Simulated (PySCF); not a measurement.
**The 10-electron isoelectronic series, spin-free X2C**

Calculated with PySCF 2.14 from differences of total energies of unrestricted determinants, without spin-orbit coupling. Each ion has its own even-tempered basis scaled to its charge (20s12p6d5f5g for the first); frozen: nothing. Ionisation energies in eV, correlation energies of the ion in mhartree.

| ion | configuration | UHF | LDA | PBE | PBE0 | r2SCAN | MP2 (all electrons) | E_corr MP2 | NIST (with spin-orbit, Breit and QED) |
| --- | --- | --- | --- | --- | --- | --- | --- | --- | --- |
| Ti¹²⁺ | [Ne] (1S) | 788.10 | 789.16 | 788.61 | 788.93 | 789.68 | 789.76 | -382.1 | 787.67 |
| Mn¹⁵⁺ | [Ne] (1S) | 1135.4 | 1136.0 | 1135.5 | 1136.0 | 1136.9 | 1137.0 | -386.1 | 1133.7 ± 0.6 (s) |
| Ge²²⁺ | [Ne] (1S) | 2188.6 | 2188.4 | 2188.1 | 2188.7 | 2190.1 | 2190.3 | -395.9 | 2178.2 ± 0.4 |
| Br²⁵⁺ | [Ne] (1S) | 2745.1 | 2744.4 | 2744.2 | 2744.9 | 2746.5 | 2746.8 | -399.7 | 2731.4 ± 1.5 (s) |
| Rb²⁷⁺ | [Ne] (1S) | 3151.5 | 3150.5 | 3150.4 | 3151.1 | 3152.9 | 3153.2 | -402.1 | 3133.3 ± 1.8 (s) |
| Sr²⁸⁺ | [Ne] (1S) | 3365.3 | 3364.2 | 3364.1 | 3364.9 | 3366.7 | 3367.0 | -403.3 | 3344.7 ± 1.9 (s) |
| Zr³⁰⁺ | [Ne] (1S) | 3814.4 | 3813.0 | 3813.0 | 3813.8 | 3815.8 | 3816.1 | -406.2 | 3788 ± 2.1 (s) |
| Mo³²⁺ | [Ne] (1S) | 4292.3 | 4290.6 | 4290.6 | 4291.5 | 4293.6 | 4294.0 | -408.8 | 4259 ± 2.4 (s) |
| Tc³³⁺ | [Ne] (1S) | 4542.1 | 4540.2 | 4540.3 | 4541.2 | 4543.4 | 4543.8 | -410.6 | 4505 ± 2.5 (s) |

Question: Interpolate the row of Nb³¹⁺.

Answer: configuration [Ne] (1S); UHF 4049.8; LDA 4048.2; PBE 4048.2; PBE0 4049.1; r2SCAN 4051.1; MP2 (all electrons) 4051.5; E_corr MP2 -407.5; NIST (with spin-orbit, Breit and QED) 4020.1 ± 2.2 (s).

Each ion has its own basis, which adds noise of up to about 0.1 % along the series.

NIST values marked (s) are semi-empirical, (t) theoretical. Open shells are high-spin determinants of the terms that Hund's rules give.

Spin-orbit coupling of the open shells is absent from the calculated values and included in NIST's; it grows fast with Z.

At high Z the X2C-1e correlation energies are inflated by the missing two-electron picture change in the 1s pairs.
